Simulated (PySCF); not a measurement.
**Electron correlation in N²⁺ (nitrogen, charge +2)**

[He] 2s1 2p1 3s1, high-spin 4P determinant (an excited configuration). Calculation: PySCF 2.14, in dyall-acv3z (15s9p4d2f, 76 functions); the spin-free X2C one-electron Hamiltonian (Gaussian nucleus). Frozen: 1s2; 3 electrons correlated; the 13 highest virtual orbitals of each spin left out.

| level | correlation energy (mhartree) |
| --- | --- |
| CCSD | -14.81 |
| (T) | -0.11 |
| CCSD(T) | -14.92 |

Diagnostics: T1 = 0.0056, D1 = 0.0134, largest double amplitude 0.058.

Task: Is a single reference adequate?

Result: Yes: T1 lies below 0.03 and no double amplitude reaches 0.07.
